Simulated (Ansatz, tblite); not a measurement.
Isomers of Na$_{7}$S$_{3}$⁺ (singlet), found by a short tight-binding search and relaxed with r2SCAN-D4/def2-SVP in Ansatz.

The xTB rows come from tblite. Correlated methods freeze 22 core orbitals; core or outer-core shells of Na are correlated, in sets that lack core-valence functions.

Other spin states weren't relaxed.

A:

```tsv
atom	x (Å)	y (Å)	z (Å)
Na1	-0.249	4.915	-1.556
Na2	0.847	-2.649	-0.603
Na3	3.614	-1.895	3.162
Na4	0.608	0.544	0.284
Na5	-2.633	1.040	-0.244
Na6	-0.927	-1.960	1.835
Na7	-0.865	0.360	-2.690
S8	-1.427	-1.282	-0.681
S9	1.668	-1.562	1.650
S10	-0.636	2.491	-1.160
```

B:

```xyz
10

Na   -3.686    1.413    2.870
Na    0.631    1.925    1.614
Na   -1.063   -2.757   -3.886
Na    4.396   -0.548    2.049
Na   -2.069    0.832   -1.318
Na   -0.179   -0.957    0.522
Na    1.928   -0.138   -1.724
S    -0.473   -1.020   -2.221
S     2.341    0.120    0.836
S    -1.825    1.130    1.259
```

C:

```
atom    x (Å)    y (Å)    z (Å)
 Na1  -0.6438   1.6769  -4.3307
 Na2   1.1984  -1.2762   2.6247
 Na3   2.4765  -0.1128  -1.9513
 Na4   0.8918   1.1834   0.5493
 Na5  -2.8742  -0.3358   3.6889
 Na6   0.0382  -1.5367  -0.3794
 Na7  -2.2122   0.8292  -0.4069
  S8  -0.1514   0.7467  -2.0558
  S9   2.5039  -0.9445   0.4593
 S10  -1.2274  -0.2301   1.8021
```

D:

```xyz
10

Na    2.492    0.662    1.070
Na   -0.175    1.322    2.367
Na    3.298    2.462    5.362
Na    0.511   -0.496   -2.659
Na   -3.191   -2.723   -4.664
Na   -2.162    0.695   -1.495
Na   -1.072   -2.140   -0.421
S     2.119    1.525    3.431
S    -1.906   -1.551   -2.877
S     0.085    0.244   -0.115
```

Problem. Estimate their order by electronic energy at PBE0-D4/def2-TZVP, counted from the lowest.

Solution. B (0.0) < C (8.6) < A (17.1) < D (43.6), in kJ/mol.

Problem. Do the other levels pick the same lowest one?

Solution. Not GFN1-xTB, LDA (SPW92)/def2-TZVP, MP2/def2-TZVP. Energies above each level's lowest (kJ/mol):

```csv
level,A,B,C,D
GFN1-xTB,15.1,37.4,0.0,56.3
GFN2-xTB,8.3,0.0,23.6,23.8
HF/def2-SVP,19.0,0.0,28.7,54.1
HF/def2-TZVP,18.0,0.0,25.5,47.6
LDA (SPW92)/def2-TZVP,3.5,6.6,0.0,51.3
PBE-D4/def2-SVP,18.7,0.0,9.7,47.5
PBE-D4/def2-TZVP,16.8,0.0,5.8,41.5
r2SCAN-D4/def2-TZVP,7.6,0.0,4.3,46.4
PBE0-D4/def2-SVP,18.7,0.0,12.5,49.4
PBE0-D4/def2-TZVP,17.1,0.0,8.6,43.6
BHLYP-D4/def2-TZVP,35.8,0.0,18.7,41.7
MP2/def2-SVP,11.6,0.0,16.4,61.4
MP2/def2-TZVP,3.9,0.1,0.0,50.6
CCSD/def2-SVP,11.7,0.0,16.3,60.9
CCSD(T)/def2-SVP,11.1,0.0,14.9,61.6
```
Point groups (tolerance 0.1 Å): A C2v, B C3v, C C2v, D not assigned. Lower isomers may exist.
